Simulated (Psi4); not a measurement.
H2Be, charge -1, doublet, at the geometry of the source list (a state made from the parent by changing its charge; the spin is typed, not shown lowest) (a gas-phase anion, which may not be bound at this level); B3LYP/6-311G** run with Psi4 1.11.

Here is a job for Psi4.
```
memory 2 GB

molecule {
-1 2
Be    0.00000000    0.00000000    0.00000000
H     0.53390000   -0.70850000    0.92260000
H    -0.53390000    0.70850000   -0.92260000
}

set {
  basis 6-311g**
  reference uks
  dft_pruning_scheme treutler
}

energy('b3lyp')
print_variables()
```

Task: What does Psi4 print? Leave out banner, timings and long lists.

Result: 
```
   => Loading Basis Set <=

    Name: 6-311G**
    Role: ORBITAL
    Keyword: BASIS

         ---------------------------------------------------------
                                   SCF
               by Justin Turney, Rob Parrish, Andy Simmonett
                          and Daniel G. A. Smith
                              UKS Reference
         ---------------------------------------------------------

  ==> Geometry <==

    Molecular point group: d2h
    Full point group: D_inf_h

    Geometry (in Angstrom), charge = -1, multiplicity = 2:

       Center              X                  Y                   Z               Mass
    ------------   -----------------  -----------------  -----------------  -----------------
         BE           0.000000000000     0.000000000000     0.000000000000     9.012183065000
         H           -0.000000000000     0.000000000000     1.279926646336     1.007825032230
         H            0.000000000000     0.000000000000    -1.279926646336     1.007825032230

  Running in d2h symmetry.

  Rotational constants: A = ************  B =      5.10518  C =      5.10518 [cm^-1]
  Rotational constants: A = ************  B = 153049.49516  C = 153049.49516 [MHz]
  Nuclear repulsion =    3.514268808741926

  Charge       = -1
  Multiplicity = 2
  Electrons    = 7
  Nalpha       = 4
  Nbeta        = 3

  ==> Algorithm <==

  SCF Algorithm Type is DF.
  DIIS enabled.
  MOM disabled.
  Fractional occupation disabled.
  Guess Type is SAD.
  Energy threshold   = 1.00e-06
  Density threshold  = 1.00e-06
  Integral threshold = 1.00e-12

  ==> Primary Basis <==

  Basis Set: 6-311G**
    Blend: 6-311G**
    Number of shells: 16
    Number of basis functions: 30
    Number of Cartesian functions: 31
    Spherical Harmonics?: true
    Max angular momentum: 2

  ==> DFT Potential <==

   => LibXC <=

    Version 7.1.2
    S. Lehtola, C. Steigemann, M. J. T. Oliveira, and M. A. L. Marques,  SoftwareX 7, 1–5 (2018) (10.1016/j.softx.2017.11.002)

   => Composite Functional: B3LYP <=

    B3LYP Hyb-GGA Exchange-Correlation Functional

    P. J. Stephens, F. J. Devlin, C. F. Chabalowski, and M. J. Frisch,  J. Phys. Chem. 98, 11623 (1994) (10.1021/j100096a001)

    Deriv               =              1
    GGA                 =           TRUE
    Meta                =          FALSE

    Exchange Hybrid     =           TRUE
    MP2 Hybrid          =          FALSE

   => Exchange Functionals <=

    0.0800   Slater exchange
[...]
   @S   Expected:                5.000000000E-01
   @S   Observed:                5.000000000E-01

    Orbital Energies [Eh]
    ---------------------

    Alpha Occupied:

[...]
       1B2u    0.108754

    Alpha Virtual:

[...]
    Beta Occupied:

[...]
    Beta Virtual:

[...]
    Final Occupation by Irrep:
             Ag   B1g   B2g   B3g    Au   B1u   B2u   B3u
    DOCC [     2,    0,    0,    0,    0,    1,    0,    0 ]
    SOCC [     0,    0,    0,    0,    0,    0,    1,    0 ]
    NA   [     2,    0,    0,    0,    0,    1,    1,    0 ]
    NB   [     2,    0,    0,    0,    0,    1,    0,    0 ]

  @DF-UKS Final Energy:   -15.88650554573124

   => Energetics <=

    Nuclear Repulsion Energy =              3.5142688087419258
    One-Electron Energy =                 -28.7603821132280117
    Two-Electron Energy =                  12.4084919911667466
    DFT Exchange-Correlation Energy =      -3.0488842324118979
    Empirical Dispersion Energy =           0.0000000000000000
    VV10 Nonlocal Energy =                  0.0000000000000000
    Total Energy =                        -15.8865055457312394

  UHF NO Occupations:
  HONO-2 :    1B1u 1.9999448
  HONO-1 :    2 Ag 1.9988903
  HONO-0 :    1B2u 1.0000000
  LUNO+0 :    3 Ag 0.0011097
  LUNO+1 :    2B1u 0.0000552
  LUNO+2 :    4 Ag 0.0000001
  LUNO+3 :    5 Ag 0.0000000

Computation Completed

Properties will be evaluated at   0.000000,   0.000000,   0.000000 [a0]

Properties computed using the SCF density matrix

 Multipole Moments:

 ------------------------------------------------------------------------------------
     Multipole            Electronic (a.u.)      Nuclear  (a.u.)        Total (a.u.)
 ------------------------------------------------------------------------------------

 L = 1.  Multiply by 2.5417464519 to convert [e a0] to [Debye]
 Dipole X            :          0.0000000            0.0000000            0.0000000
 Dipole Y            :          0.0000000            0.0000000            0.0000000
 Dipole Z            :          0.0000000            0.0000000            0.0000000
 Magnitude           :                                                    0.0000000

 ------------------------------------------------------------------------------------

  Variable Map:
  ----------------------------------------------------------------------------
[...]
  Array Variable Map:
  ----------------------------------------------------------------------------
[...]
[...]
```
